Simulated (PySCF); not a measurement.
C₂H₆O₂Si₂, SMILES O=C1C[SiH2]O[SiH2]1.

Coordinates come from a PBE0-D3(BJ)/def2-SVP optimisation. This is a generated structure with no PubChem entry under its InChIKey; it may be hypothetical. Other conformers were not sampled.

Level of theory: TDDFT-PBE/def2-SVPD run with PySCF.

Vertical excitations. Gas-phase values at a fixed geometry.

```
state  energy (eV)  λ (nm)      f                                           main pairs
-----  -----------  ------  -----  ---------------------------------------------------
S1            3.12     397  0.002                                      HOMO→LUMO 100 %
S2            4.48     277  0.005                                    HOMO→LUMO+1 100 %
S3            4.86     255  0.007                                     HOMO−1→LUMO 99 %
S4            5.10     243  0.014                                     HOMO→LUMO+2 99 %
S5            5.35     232  0.032                                     HOMO→LUMO+3 93 %
S6            5.54     224  0.020                                     HOMO−2→LUMO 88 %
S7            5.92     209  0.001                                     HOMO→LUMO+4 99 %
S8            6.08     204  0.001                   HOMO−3→LUMO 75 %, HOMO→LUMO+5 15 %
S9            6.17     201  0.004                   HOMO→LUMO+5 57 %, HOMO→LUMO+6 39 %
S10           6.33     196  0.085  HOMO→LUMO+6 52 %, HOMO→LUMO+5 24 %, HOMO−3→LUMO 9 %
T1            2.51     494      0                                      HOMO→LUMO 100 %
T2            4.33     286      0                                     HOMO→LUMO+1 99 %
T3            4.70     264      0                                    HOMO−1→LUMO 100 %
T4            5.00     248      0                                     HOMO→LUMO+2 99 %
```
Triplets are in the Tamm–Dancoff approximation, which puts them higher than full response would, so one can lie above its singlet here.
